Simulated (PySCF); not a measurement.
**Electron correlation in Hg (mercury, neutral)**

[Xe] 4f14 5d9 6s2 6p1, one real determinant (an excited configuration). Computed with PySCF 2.14 in x2c-TZVPPall (11s7p7d3f1g, 97 functions), with scalar relativity by spin-free X2C-1e. Frozen: [Xe] 4f14; 12 electrons correlated.

```json
{"level": "CCSD", "correlation energy (mhartree)": "-345.65"}
{"level": "(T)", "correlation energy (mhartree)": "-12.17"}
{"level": "CCSD(T)", "correlation energy (mhartree)": "-357.82"}
```

Diagnostics: T1 = 0.014, D1 = 0.0471, largest double amplitude 0.055.

Problem. Is a single reference adequate?

Solution. Yes, within this model without spin-orbit coupling: T1 lies below 0.03 and no double amplitude reaches 0.07.

The basis was made for the ground configuration and has no added diffuse functions, which can raise the energy of the promoted electron.

The reference is one real determinant that mixes LS terms of this configuration.
